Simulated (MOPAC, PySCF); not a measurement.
HCl$_{3}$GeS, SMILES `[SH][Ge]([Cl])([Cl])[Cl]`, neutral singlet in the gas phase. 

Cartesian coordinates (Å):
```xyz
6

S      1.6256    -0.7073    -0.4795
Ge    -0.4161    -0.0459    -0.0525
Cl    -1.7287    -1.3471    -1.0968
Cl    -0.7676     1.9566    -0.6854
Cl    -0.8702    -0.1182     2.0266
H      2.1570     0.2619     0.2877
```
Charge 0, multiplicity 1.

All levels are single points at this geometry (PBE0-D3(BJ)/def2-TZVP); Pople sets use spherical d functions. Orbital energies aren't observables, and empty levels follow the basis.

B3LYP/LANL2DZ in PySCF gives dipole (D) = 2.01.

**Question.** Estimate the dipole (D) from each of these levels: PBE-D3(BJ)/def2-TZVP in PySCF; PBE0-D3(BJ)/def2-TZVP in PySCF; SVWN5/6-31G* in PySCF; HF/6-31G* in PySCF; PM6 in MOPAC.

**Answer.** 
```
level                           dipole (D)
------------------------------  ----------
PBE-D3(BJ)/def2-TZVP in PySCF         1.39
PBE0-D3(BJ)/def2-TZVP in PySCF        1.44
SVWN5/6-31G* in PySCF                 1.62
HF/6-31G* in PySCF                    1.65
PM6 in MOPAC                          1.75
```
